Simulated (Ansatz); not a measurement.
```yaml
crystal:
  periodic: [false, false, false]
  atoms:
    - {symbol: Si, position_ang: [-0.529725, 1.425902, -0.832638]}
    - {symbol: N, position_ang: [-0.073912, -0.008430, 0.040225]}
    - {symbol: Si, position_ang: [0.779181, 0.134044, 1.549754]}
    - {symbol: Si, position_ang: [-0.260969, -1.569179, -0.705281]}
    - {symbol: H, position_ang: [-1.700745, 1.114165, -1.691059]}
    - {symbol: H, position_ang: [-0.870707, 2.494189, 0.140910]}
    - {symbol: H, position_ang: [0.567731, 1.925588, -1.706113]}
    - {symbol: H, position_ang: [0.527321, -1.083388, 2.361840]}
    - {symbol: H, position_ang: [2.249323, 0.267860, 1.354989]}
    - {symbol: H, position_ang: [0.294381, 1.342423, 2.264039]}
    - {symbol: H, position_ang: [-1.477626, -1.554057, -1.556650]}
    - {symbol: H, position_ang: [-0.386140, -2.597758, 0.358438]}
    - {symbol: H, position_ang: [0.902292, -1.926058, -1.563553]}
basis:
  gaussian: {orbitals: def2-TZVPD}
magnetization: {spin_polarized: true, initial_magnetization: 0}
hamiltonian: {xc: {name: B3LYP5}}
```

```sh
$ ansatz run in.yaml --threads 4 --pin off --events-out ev --progress --plain --max-ram 10444MiB
```

Output, abridged:

```
Functional definition: B3LYP5
1505 factors; their error is unknown
mean field evaluation 1: about -25260.7199 eV, gradient 4.6e1 eV
mean field evaluation 2: about -25238.9314 eV, gradient 7.7e1 eV
mean field evaluation 4: about -25268.4566 eV, gradient 1.5e0 eV
mean field evaluation 8: about -25268.4767 eV, gradient 9.4e-2 eV
mean field -25268.47673487 eV, -928.5993924179 hartree, gradient 4.1e-5 eV, S^2 0.000000; 0 other end points of the search recorded, 0 dependent functions left out
reference -25268.47706162 eV, -928.5994044255 hartree; 29, 29 occupied and 218, 218 virtual orbitals, 1505 factors
Total energy: -25268.47706162 eV, -928.5994044255 hartree
```

It took 9 s on 4 threads of an Arm Neoverse V1 on a shared host, with 0.96 GiB of host memory at the peak.
